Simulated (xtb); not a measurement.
AgCl, triplet, at a GFN2-xTB geometry (such geometries of metal compounds can be far from the true shape) (the multiplicity is a formal guess); GFN2-xTB (xtb).

xtb was given this input:
```
$ xtb mol.xyz --gfn 2 --uhf 2 --grad --json

# file mol.xyz
2

Ag    -0.00000000    -0.00000000    -0.65923567
Cl     0.00000000     0.00000000     1.82259273
```

Q: Write the output that xtb gives for this input, abridged.

A: 
```
   ID    Z sym.   atoms
    1   47 Ag     1
    2   17 Cl     2

           -------------------------------------------------
          |                Calculation Setup                |
           -------------------------------------------------

           -------------------------------------------------
          |                 G F N 2 - x T B                 |
           -------------------------------------------------

          ...................................................
          :                      SETUP                      :
          :.................................................:
          :  # basis functions                  20          :
          :  # atomic orbitals                  18          :
          :  # shells                            6          :
          :  # electrons                        18          :
          :  max. iterations                   250          :
          :  Hamiltonian                  GFN2-xTB          :
          :  restarted?                      false          :
          :  GBSA solvation                  false          :
          :  PC potential                    false          :
          :  electronic temp.          300.0000000     K    :
          :  accuracy                    1.0000000          :
          :  -> integral cutoff          0.2500000E+02      :
          :  -> integral neglect         0.1000000E-07      :
          :  -> SCF convergence          0.1000000E-05 Eh   :
          :  -> wf. convergence          0.1000000E-03 e    :
          :  Broyden damping             0.4000000          :
          :  net charge                          0          :
          :  unpaired electrons                  2          :
          ...................................................

 iter      E             dE          RMSdq      gap      omega  full diag
   1     -8.3421111 -0.834211E+01  0.129E+01    4.17       0.0  T
   2     -8.3158922  0.262189E-01  0.943E+00    4.33       1.0  T
   3     -8.2007969  0.115095E+00  0.119E+01    4.11       1.0  T
   4     -8.2486448 -0.478478E-01  0.782E+00    4.49       1.0  T
   5     -8.3340741 -0.854293E-01  0.282E+00    4.55       1.0  T
   6     -8.3422552 -0.818107E-02  0.128E+00    4.56       1.0  T
   7     -8.3388900  0.336515E-02  0.221E+00    4.58       1.0  T
   8     -8.3123599  0.265302E-01  0.526E+00    4.61       1.0  T
   9     -8.3168356 -0.447569E-02  0.467E+00    4.63       1.0  T
  10     -8.2927684  0.240672E-01  0.607E+00    4.60       1.0  T
  11     -8.3364828 -0.437144E-01  0.251E+00    4.60       1.0  T
  12     -8.3366139 -0.131093E-03  0.254E+00    4.60       1.0  T
  13     -8.3194983  0.171156E-01  0.441E+00    4.59       1.0  T
  14     -8.3230947 -0.359640E-02  0.410E+00    4.59       1.0  T
  15     -8.3447131 -0.216184E-01  0.314E-01    4.61       1.0  T
  16     -8.3430630  0.165010E-02  0.118E+00    4.60       1.0  T
  17     -8.3444856 -0.142261E-02  0.530E-01    4.61       1.0  T
  18     -8.3446380 -0.152470E-03  0.405E-01    4.61       1.0  T
  19     -8.3447879 -0.149826E-03  0.228E-01    4.61       1.0  T
  20     -8.3448396 -0.517461E-04  0.110E-01    4.61       1.0  T
  21     -8.3448512 -0.116251E-04  0.587E-02    4.61       1.2  T
  22     -8.3448552 -0.394611E-05  0.211E-02    4.61       3.3  T
  23     -8.3448557 -0.524754E-06  0.699E-03    4.61      10.1  T
  24     -8.3448558 -0.622071E-07  0.137E-03    4.61      51.4  T
  25     -8.3448558 -0.237431E-08  0.192E-04    4.61     368.1  T
  26     -8.3448558  0.163975E-10  0.215E-04    4.61     328.7  T

   *** convergence criteria satisfied after 26 iterations ***

 transition dipole moment (au) for excitation:           9          10
     X       Y       Z
  -0.0000   0.0000   0.7318  total (au/Debye):    0.732   1.860
 dE (eV)             :    2.728
 oscillator strength :  0.50620E-01

         :::::::::::::::::::::::::::::::::::::::::::::::::::::
         ::                     SUMMARY                     ::
         :::::::::::::::::::::::::::::::::::::::::::::::::::::
         :: total energy              -8.344197820732 Eh    ::
         :: gradient norm              0.000000710175 Eh/a0 ::
         :: HOMO-LUMO gap              4.606587508358 eV    ::
         ::.................................................::
         :: SCC energy                -8.344855770228 Eh    ::
         :: -> isotropic ES            0.015360673863 Eh    ::
         :: -> anisotropic ES         -0.001372457601 Eh    ::
         :: -> anisotropic XC         -0.005004973956 Eh    ::
         :: -> dispersion             -0.000864740457 Eh    ::
         :: repulsion energy           0.000657949496 Eh    ::
         :: add. restraining           0.000000000000 Eh    ::
         :: total charge              -0.000000000000 e     ::
         :::::::::::::::::::::::::::::::::::::::::::::::::::::

           -------------------------------------------------
          |                Property Printout                |
           -------------------------------------------------

    * Orbital Energies and Occupations

         #    Occupation            Energy/Eh            Energy/eV
      -------------------------------------------------------------
         1        2.0000           -1.0641715             -28.9576
         2        2.0000           -0.4728013             -12.8656
         3        2.0000           -0.4513337             -12.2814
         4        2.0000           -0.4513337             -12.2814
         5        1.9996           -0.4463763             -12.1465
         6        1.9996           -0.4463763             -12.1465
         7        1.7196           -0.4397326             -11.9657
         8        1.7196           -0.4397326             -11.9657
         9        1.5616           -0.4390724             -11.9478
        10        1.0000           -0.3388270              -9.2200 (HOMO)
        11                         -0.1695380              -4.6134 (LUMO)
        12                         -0.1695380              -4.6134
        13                          0.0143845               0.3914
        14                          0.0143845               0.3914
        15                          0.0153635               0.4181
        16                          0.0153635               0.4181
        17                          0.0155321               0.4226
        18                          0.1117397               3.0406
      -------------------------------------------------------------
                  HL-Gap            0.1692890 Eh            4.6066 eV
             Fermi-level           -0.3465099 Eh           -9.4290 eV

     #   Z          covCN         q      C6AA      α(0)
     1  47 Ag       0.743     0.188   259.036    33.774
     2  17 Cl       0.743    -0.188   104.833    15.661

 Mol. C6AA /au·bohr⁶  :        684.929124
 Mol. C8AA /au·bohr⁸  :      46943.696722
 Mol. α(0) /au        :         49.435770

Wiberg/Mayer (AO) data.
largest (>0.10) Wiberg bond orders for each atom

 ---------------------------------------------------------------------------
     #   Z sym  total        # sym  WBO       # sym  WBO       # sym  WBO
 ---------------------------------------------------------------------------
     1  47 Ag   0.747 --     2 Cl   0.747
     2  17 Cl   0.747 --     1 Ag   0.747
 ---------------------------------------------------------------------------

Topologies differ in total number of bonds
Writing topology from bond orders to xtbtopo.mol

molecular dipole:
                 x           y           z       tot (Debye)
 q only:        0.000       0.000      -0.883
   full:       -0.000      -0.000      -0.069       0.177
molecular quadrupole (traceless):
                xx          xy          yy          xz          yz          zz
 q only:        0.971       0.000       0.971       0.000       0.000      -1.942
  q+dip:        1.290       0.000       1.290      -0.000       0.000      -2.580
   full:        2.149       0.000       2.149      -0.000       0.000      -4.298

           -------------------------------------------------
          | TOTAL ENERGY               -8.344197820732 Eh   |
          | GRADIENT NORM               0.000000710175 Eh/α |
          | HOMO-LUMO GAP               4.606587508358 eV   |
           -------------------------------------------------

normal termination of xtb
```
